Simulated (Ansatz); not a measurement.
`C=C(C)C(C)C` + `N=C=[Se]` → `CN=C=[Se]` + `C=CC(C)C`  (substitution at a C–C bond)

Computed with Ansatz on PBE0-D4/def2-TZVP structures; ΔE is electronic, products minus reactants. CBS: MP2 limit from def2 TZ/QZ plus the TZ coupled-cluster correction, frozen cores. DFT in def2-TZVPP. For Se outer-core shells are correlated without core-valence functions, which leaves a few kJ/mol of doubt a bond. Scalar relativity is left out up to krypton. One conformer a species, not always the lowest.

```json
{"species": "`C=C(C)C(C)C`", "ωB97X-V energy (Eh)": "-235.87048"}
{"species": "`N=C=[Se]`", "ωB97X-V energy (Eh)": "-2494.77103"}
{"species": "`CN=C=[Se]`", "ωB97X-V energy (Eh)": "-2534.08625"}
{"species": "`C=CC(C)C`", "ωB97X-V energy (Eh)": "-196.54845"}
```

Task: Work out ΔE.

Result: ΔE = (-2534.08625) + (-196.54845) − (-235.87048) − (-2494.77103) = 0.00681 Eh = +0.19 eV. CCSD(T)/CBS gives +0.25 eV.

Largest T1 diagnostic among the species: 0.016.

In def2-TZVPP, CCSD(T) changes the Hartree–Fock value by +0.28 eV (the triples alone add +0.06 eV) and MP2 by +0.29 eV. From PBE to PBE0 (25 % exact exchange), in def2-TZVPP and without D4, ΔE moves by −0.03 eV. The D4 term adds +0.07 eV with B3LYP and +0.04 eV with PBE0; it sums over pairs of atoms, weighted by their polarisabilities, and B3LYP, whose exchange is more repulsive, gets the larger term.

B3LYP here is the variant with VWN-RPA as its local correlation; programs differ in this.
